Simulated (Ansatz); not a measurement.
`OC(=S)[SeH]` + `FCS` → `FC(S)[SeH]` + `OC=S`  (formal exchange of groups at the Se–C bond)

Program: Ansatz. Geometries: PBE0-D4/def2-TZVP. ΔE: electronic, gas phase. CCSD(T)/CBS adds triple-zeta CCSD(T) − MP2 to the extrapolated MP2 energy (def2 sets, frozen cores). This one scheme is used for every species. Functionals use def2-TZVPP. For Se outer-core shells are correlated without core-valence functions, which leaves a few kJ/mol of doubt a bond. Scalar relativity is left out up to krypton. Each species was taken in one conformer, which may not be the lowest.

```
      species  r2SCAN0 energy (Eh)
`OC(=S)[SeH]`          -2914.20253
        `FCS`           -537.89114
 `FC(S)[SeH]`          -2939.41926
       `OC=S`           -512.65403
```

Question: Work out ΔE.

Answer: ΔE = (-2939.41926) + (-512.65403) − (-2914.20253) − (-537.89114) = 0.02038 Eh = +53.5 kJ/mol. CCSD(T)/CBS gives +45.0 kJ/mol.

Largest T1 diagnostic among the species: 0.018.

At CCSD(T), def2-SVP lies +3.3 kJ/mol from the extrapolated value and def2-TZVPP +1.3 kJ/mol. Leaving LDA and LC-ωPBE aside and taking each functional with its dispersion term where it has one, the values, not all of them listed here, spread over 7.8 kJ/mol, from ωB97M-V to r2SCAN-D4.
